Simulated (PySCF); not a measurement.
**Energy of Nb²⁺ (niobium, charge +2) between two integer charges**

The 4d alpha orbital of [Kr] 4d3 is emptied in steps (occupation f), with all orbitals relaxed, ending at [Kr] 4d2. Calculation: PySCF 2.14, in aug-cc-pVDZ-PP with ECP28MDF; scalar relativity through the core potential. The exact energy is a straight line in f; departures are measured from the line between the end points of the same method.

| f | MN15 (eV) |
| --- | --- |
| 1 | 0.000 |
| 0.75 | -0.602 |
| 0.5 | -0.803 |
| 0.25 | -0.601 |
| 0 | 0.000 |

```json
{"method": "MN15", "E(f=0) − E(f=1) (eV)": "25.168", "−ε at f=1 (eV)": "21.961", "−ε at f=0.5 (eV)": "25.172"}
```

Orbital energy along the path (eV):

| f | MN15 |
| --- | --- |
| 1 | -21.961 |
| 0.75 | -23.559 |
| 0.5 | -25.172 |
| 0.25 | -26.779 |
| 0 | -28.359 |

Reference removal energy between the ground levels: 25.04 eV (semi-empirical (NIST evaluation); NIST Atomic Spectra Database, ionization energies). The calculation has no spin-orbit coupling. The determinant left behind need not be the lowest term of the ion.
